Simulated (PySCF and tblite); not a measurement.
Values are calculated unless marked as measured or tabulated.
System: C4H8N2O2Si, numbered as in [SiH3:1][O:2][CH2:3][O:4][c:5]1[cH:6][n:7][nH:8][cH:9]1.

Motion: shift of H on N8 from N8 to N7. GFN2-xTB gives an electronic barrier of 44.6 kcal/mol and a reaction energy of -0.4 kcal/mol.

Tunnelling of the moving H, left out here, will speed the real process. In real samples such hydrogens mostly exchange between molecules or through solvent, far faster than by this path.

PBE0/pcSseg-1 + D3(BJ), IEF-PCM benzene on B3LYP-D3(BJ)/def2-SVP geometries gives 49.4 kcal/mol and k(298 K) = 2.7×10⁻²¹ s⁻¹.

Q: What does PBE/pcSseg-1 + D3(BJ), IEF-PCM benzene give on B3LYP-D3(BJ)/def2-SVP geometries?

A: A barrier of 45.4 kcal/mol, 4.0 below the first DFT barrier (from unrounded values), a reaction energy of -0.3 kcal/mol and, with GFN2-xTB thermal terms, ΔG‡(298 K) = 41.5 kcal/mol and k = 2.5×10⁻¹⁸ s⁻¹ (1 equivalent path).

Programs: tblite and PySCF.
